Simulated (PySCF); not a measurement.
A side-by-side comparison of computed properties.

First species: C₃H₈F₂SSi₂.
SMILES: `F[SiH2]S[Si@H](F)C1CC1`

Second species: C5H10P (charge +1).
SMILES: `CC[P@H+]1C=C1C`

Levels: CAM-B3LYP/def2-SVPD for HOMO energy, LUMO energy, HOMO–LUMO gap, static isotropic polarisability and electronic spatial extent ⟨r²⟩ about the centre of nuclear charge; TDDFT CAM-B3LYP/def2-SVPD for lowest singlet excitation; TDA CAM-B3LYP/def2-SVPD for lowest triplet excitation (Tamm–Dancoff); GFN2-xTB for rotational constant A and rotational constant C. Geometries: GFN2-xTB. All species are isolated and taken at one optimised geometry, non-relativistic unless stated. Electronic properties by PySCF.

Dipoles, sizes and rotational constants follow the conformer. The torsions of the flexible species, by atom-mapped SMILES:
- `[F:1][SiH2:2][S:3][Si@H:4]([F:5])[CH:6]1[CH2:7][CH2:8]1`: F1–Si2–S3–Si4 -51°, Si2–S3–Si4–F5 -52°, S3–Si4–C6–C7 -151°
- `[CH3:1][CH2:2][P@H+:3]1[CH:4]=[C:5]1[CH3:6]`: C1–C2–P3–C4 127°

Values for the first species:

| Quantity | Value |
| --- | --- |
| HOMO energy | -9.16 eV |
| LUMO energy | 0.42 eV |
| HOMO–LUMO gap | 9.58 eV |
| Lowest singlet excitation | 6.26 eV |
| Lowest triplet excitation (Tamm–Dancoff) | 5.90 eV |
| Static isotropic polarisability | 102.9 au |
| Electronic spatial extent ⟨r²⟩ about the centre of nuclear charge | 2053 bohr² |
| Rotational constant A | 2.817 GHz |
| Rotational constant C | 0.553 GHz |

Task: Estimate the same properties for the second species, and the change in each.

Result: 
```
                                                         property       first     second  second less first
                                                      HOMO energy    -9.16 eV  -14.62 eV           -5.46 eV
                                                      LUMO energy     0.42 eV   -4.41 eV           -4.83 eV
                                                    HOMO–LUMO gap     9.58 eV   10.21 eV           +0.63 eV
                                        lowest singlet excitation     6.26 eV    6.48 eV           +0.22 eV
                         lowest triplet excitation (Tamm–Dancoff)     5.90 eV    4.83 eV           -1.07 eV
                                  static isotropic polarisability    102.9 au    76.3 au           -26.6 au
electronic spatial extent ⟨r²⟩ about the centre of nuclear charge  2053 bohr²  938 bohr²        -1115 bohr²
                                            rotational constant A   2.817 GHz  7.898 GHz         +5.081 GHz
                                            rotational constant C   0.553 GHz  1.348 GHz         +0.795 GHz
```

On the first: The 8 singlets span 6.26 to 8.01 eV, and their oscillator strengths add up to 0.23. No computed singlet falls in the visible range (750 to 380 nm, 1.65 to 3.26 eV); S1 lies 3.00 eV above its blue end.

On the second: The polarisability is 11.31 Å³ as a volume (1 au = 0.148185 Å³), or 1.41 au for each of the 54 electrons. The principal polarisabilities are 60.7, 68.2 and 100.1 au; their mean is the isotropic value. GFN2-xTB frequencies show an imaginary mode (33i cm⁻¹), so this geometry is no minimum at that level.
